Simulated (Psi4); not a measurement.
C3H9SSi, doublet, geometry from GFN2-xTB. Base run: CCSD(T)/STO-3G (Psi4 1.11).

The Psi4 input:
```
memory 2 GB

molecule mol {
0 2
C    -0.655819    1.474438   -1.214664
Si   -0.063141   -0.077091   -0.277691
C     1.516243   -0.779884   -1.082710
C    -1.437218   -1.398783   -0.239344
S     0.394535    0.481703    1.735151
H    -0.899393    1.233321   -2.244601
H    -1.541951    1.897097   -0.750844
H     0.110733    2.243417   -1.222772
H     1.876341   -1.650652   -0.543182
H     1.326392   -1.076758   -2.109383
H     2.313593   -0.042868   -1.088947
H    -1.700119   -1.710965   -1.245157
H    -2.334428   -1.016863    0.238305
H    -1.118995   -2.278326    0.312143
}

set {
  basis sto-3g
  reference uhf
}

energy('ccsd(t)')
print_variables()
```

Each row names what was changed in the base input (with any setting that the change needs).

| change | ΔE vs base (mEh) | MP2 correlation (Eh) | basis functions | core-seconds (rough) | outcome |
|---|---|---|---|---|---|
| base | 0.000 | -0.20632 | 42 | 20 | converged |
| puream = off | 0.000 | -0.20632 | 42 | 20 | converged |
| method = omp2 | 66.240 | -0.20626 | 42 | 5 | converged |
| method = mp2 | 66.917 | -0.20626 | 42 | 2 | converged |
| scf_type = pk; mp2_type = conv | 0.000 | -0.20632 | 42 | 20 | converged |
| method = mp2.5 | 44.574 | -0.20626 | 42 | 3 | converged |
| puream = on | 0.000 | -0.20632 | 42 | 20 | converged |
| method = lccd | [?] | -0.20632 | 42 | 4 | converged |
| method = scs-mp2 | 45.424 | -0.20632 | 42 | 2 | converged |
| cc_type = df | - | - | - | - | input refused |

Task: Fill in the missing entries.

Result: 
- method = lccd, ΔE vs base (mEh): -1.087

Open shells are given as the SCF converged; they aren't shown to be the lowest states, and a large step between rows can be another state.

- cc_type = df: ended with `psi4.driver.p4util.exceptions.MissingMethodError: Method=ccsd(t) is not available for any derivative level under conditions CC_TYPE=DF, REFERENCE=UHF, FREEZE_CORE=FALSE, QC_MODULE=(auto). See https://psicode.org/psi4manual/master/introduction.html#ss-ccsd-prt-`
